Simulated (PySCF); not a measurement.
Harmonic spectrum computed at PBE0 in the def2-SVP basis family (core potentials from Rb on, PySCF, no spin–orbit coupling):

| ω (cm⁻¹) | IR (km/mol) |
| --- | --- |
| 338 | 0.1 |
| 427 | 0.0 |
| 502 | 179 |
| 753 | 246 |
| 816 | 31.6 |
| 886 | 244 |
| 898 | 81.5 |
| 3916 | 2.5 |
| 3917 | 251 |

Q: Which molecule gave it? In each, all ligands are bound to the one heavy central atom.
A. Ge(OH)₂ (singlet)
B. Si(OH)₂ (singlet)
C. Cu(OH)₂ (doublet)
D. Pd(OH)₂ (triplet)
E. Rh(OH)₂ (quartet)

A: B. It has C2v symmetry with O–H 0.963 Å (×2), Si–O 1.666 Å (×2).
